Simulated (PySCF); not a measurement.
**Nuclear quadrupole coupling in `C[S][Zn-2]([S]C)([S]C)[S]C`**

Compound: C4H12S4Zn (charge -2 and singlet state).
SMILES with atom numbers: `[CH3:1][S:2][Zn-2:3]([S:4][CH3:5])([S:6][CH3:7])[S:8][CH3:9]` (hydrogens: H10, H11, H12 on C1; H13, H14, H15 on C5; H16, H17, H18 on C7; H19, H20, H21 on C9)

Cartesian coordinates in Å at the PBE0-D3(BJ)/def2-SVP level; atoms count from 1:
```
atom  x, y, z in Å
C1    -2.0859    0.2561   -1.5604
S2    -0.6711    1.3840   -1.3629
Zn3    0.9620   -0.2056   -0.5591
S4     0.9217   -0.0767    1.8612
C5    -0.7517    0.5977    2.0988
S6     0.3091   -2.4017   -1.2604
C7    -0.6670   -2.8623    0.2058
S8     3.1366    0.4540   -1.2358
C9     3.0177    2.1042   -0.4731
H10   -2.6716    0.1569   -0.6263
H11   -2.7772    0.6191   -2.3457
H12   -1.7246   -0.7514   -1.8380
H13   -1.5110   -0.2019    2.1952
H14   -0.8063    1.2178    3.0145
H15   -1.0243    1.2192    1.2251
H16   -0.6866   -3.9614    0.3375
H17   -0.2311   -2.3977    1.1090
H18   -1.7158   -2.5190    0.1261
H19    4.0167    2.5764   -0.3941
H20    2.3711    2.7829   -1.0590
H21    2.5826    2.0255    0.5388
```

Field gradients from the PBE0/pcSseg-1 density (PySCF, non-relativistic), principal values in atomic units, ordered |Vxx| ≤ |Vyy| ≤ |Vzz|:

```json
{"atom": "S2", "Vxx": "-0.7449", "Vyy": "-1.8886", "Vzz": "2.6335"}
{"atom": "Zn3", "Vxx": "0.0455", "Vyy": "0.0727", "Vzz": "-0.1182"}
{"atom": "S4", "Vxx": "-0.7832", "Vyy": "-1.8119", "Vzz": "2.5951"}
{"atom": "S6", "Vxx": "-0.7015", "Vyy": "-1.9062", "Vzz": "2.6078"}
{"atom": "S8", "Vxx": "-0.6268", "Vyy": "-2.0277", "Vzz": "2.6545"}
```

Question: Find the asymmetry η = (Vxx − Vyy)/Vzz and the couplings χ = eQV/h (234.96 MHz × Q in barn × V in au), with Q(33S) = −0.0678 b, Q(67Zn) = 0.15 b.

Answer: 
```json
{"atom": "S2", "environment": "sulfur bonded to C and Zn", "nucleus": "33S", "η": "0.43", "χzz (MHz)": "-41.95", "χxx (MHz)": "11.87", "χyy (MHz)": "30.09"}
{"atom": "Zn3", "environment": "zinc bonded to 4 S", "nucleus": "67Zn", "η": "0.23", "χzz (MHz)": "-4.167", "χxx (MHz)": "1.604", "χyy (MHz)": "2.563"}
{"atom": "S4", "environment": "sulfur bonded to C and Zn", "nucleus": "33S", "η": "0.40", "χzz (MHz)": "-41.34", "χxx (MHz)": "12.48", "χyy (MHz)": "28.86"}
{"atom": "S6", "environment": "sulfur bonded to C and Zn", "nucleus": "33S", "η": "0.46", "χzz (MHz)": "-41.54", "χxx (MHz)": "11.18", "χyy (MHz)": "30.37"}
{"atom": "S8", "environment": "sulfur bonded to C and Zn", "nucleus": "33S", "η": "0.53", "χzz (MHz)": "-42.29", "χxx (MHz)": "9.99", "χyy (MHz)": "32.30"}
```

Question: What is Vzz at S4 in SI units (1 au = 9.71736 × 10²¹ V/m²)?

Answer: 2.5951 au = 25.218 × 10²¹ V/m².

Were the hydrogens deuterons (Q(2H) = 0.00286 b), χzz would run from 177 kHz (H15) to 197 kHz (H16, H14, H11 and H19).

Whether so highly charged an anion holds all its electrons in the gas phase wasn't checked; a finite basis holds them in any case. No counter-ion or solvent screens the charge of this multiply charged ion. The pcSseg-1 basis has no diffuse functions, a weakness for an anion. The HOMO energy is positive at this level (+2.01 eV), so the outermost electrons may be held by the finite basis alone. The small basis limits the accuracy of the gradients. Field gradients at transition-metal nuclei can change strongly with the functional.
